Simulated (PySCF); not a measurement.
# Spinor energies of W²⁺ (tungsten, charge +2)

Start: [Xe] 4f14 5d4; 5d5/2 filled at m_j = -1/2, +1/2, +3/2, +5/2. Calculated with PySCF 2.14 in x2c-TZVPall-2c with one added diffuse shell each of s, p, d type (12s12p11d2f, 117 functions): generalised Hartree-Fock with the X2C-1e Hamiltonian and a Gaussian nucleus; spin-orbit coupling (SO) screened by Boettger's factors. This is a chosen level, not necessarily the ground level.

| spinor shell | electrons | ε, screened SO (eV) | weight of nominal j (screened SO) | rms radius, screened SO (bohr) |
| --- | --- | --- | --- | --- |
| 1s1/2 | 2 | -69895.3 | 1.000 | 0.0208 |
| 2s1/2 | 2 | -12215.8 | 1.000 | 0.0838 |
| 2p1/2 | 2 | -11661.3 | 1.000 | 0.0713 |
| 2p3/2 | 4 | -10302.9 | 1.000 | 0.0787 |
| 3s1/2 | 2 | -2887.2 | 1.000 | 0.214 |
| 3p1/2 | 2 | -2640.6 | 1.000 | 0.206 |
| 3p3/2 | 4 | -2341.9 | 1.000 | 0.221 |
| 3d3/2 | 4 | -1931.5 | 1.000 | 0.195 |
| 3d5/2 | 6 | -1867.0 | 1.000 | 0.199 |
| 4s1/2 | 2 | -640.38 | 1.000 | 0.478 |
| 4p1/2 | 2 | -536.87 | 1.000 | 0.486 |
| 4p3/2 | 4 | -466.88 | 1.000 | 0.519 |
| 4d3/2 | 4 | -296.36 | 0.999 | 0.544 |
| 4d5/2 | 6 | -283.07 | 1.000 | 0.556 |
| 5s1/2 | 2 | -109.47 | 1.000 | 1.15 |
| 5p1/2 | 2 | -76.780 | 0.945 | 1.28 |
| 5p3/2 | 4 | -65.328 | 0.953 | 1.36 |
| 4f5/2 | 6 | -67.016 | 0.986 | 0.669 |
| 4f7/2 | 8 | -64.747 | 0.982 | 0.679 |
| 5d5/2 | 4 | -26.005 | 0.583 | 2.00 |

```csv
quantity,screened SO
E (hartree),-16148.78761
M_J,4
⟨J²⟩,20.038
⟨L²⟩,6.698
⟨S²⟩,5.797
```

Each row is a mean over spinors that exchange with the open shell spreads, by up to 6.914 eV (5p3/2).

Rows whose weight is well below 1 are mixtures of j = l ± 1/2: exchange outweighs spin-orbit coupling there, and the label is only the starting occupation.

Breit and QED terms are absent; they matter most for the inner s and p1/2 levels.

Densities and radii are taken from the X2C orbitals without a picture-change correction, which distorts them close to the nucleus.
